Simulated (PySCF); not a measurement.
# Calcium: a sound run and one with changed settings

Sound run: Ca [Ar] 4s2, Ca⁺ [Ar] 4s1. Computed with PySCF 2.14 in x2c-TZVPall (6s5p3d, 36 functions), with the spin-free X2C one-electron Hamiltonian (Gaussian nucleus). In the sound run the correlated levels freeze [Ar]. The sound run starts from symmetry-adapted Hartree-Fock orbitals and uses a fine grid where one is needed.

Changed run: no relativity, point nucleus. This setting is unsound on purpose.

| species | method | sound run (hartree) | changed run (hartree) | converged |
| --- | --- | --- | --- | --- |
| Ca | UHF | -679.62020 | -676.06919 | yes |
| Ca | LDA | -678.57549 | -675.02926 | yes |
| Ca | M06-2X | -680.46862 | -676.91881 | yes |
| Ca | MP2 | -679.63866 | -676.08772 | yes |
| Ca | CCSD(T) | -679.64840 | -676.09757 | yes |
| Ca⁺ | UHF | -679.43136 | -675.88122 | yes |
| Ca⁺ | LDA | -678.34619 | -674.80106 | yes |
| Ca⁺ | M06-2X | -680.23789 | -676.68912 | yes |

Ionisation energy of Ca:

```tsv
method	sound run (eV)	changed run (eV)
UHF	5.139	5.115
LDA	6.240	6.210
M06-2X	6.279	6.250
MP2	5.641	5.619
SCS-MP2	5.742	5.720
CCSD	5.906	5.887
CCSD(T)	5.906	5.887
CCSDT	5.906	5.887
FCI	5.906	5.887
```

Most of the change in total energy is the relativistic energy itself. On top of that the contraction fixes the core shape for the Hamiltonian it was made with, so the changed run is not a good calculation with the other Hamiltonian either.

For comparison, NIST gives 6.113 eV between the lowest levels.
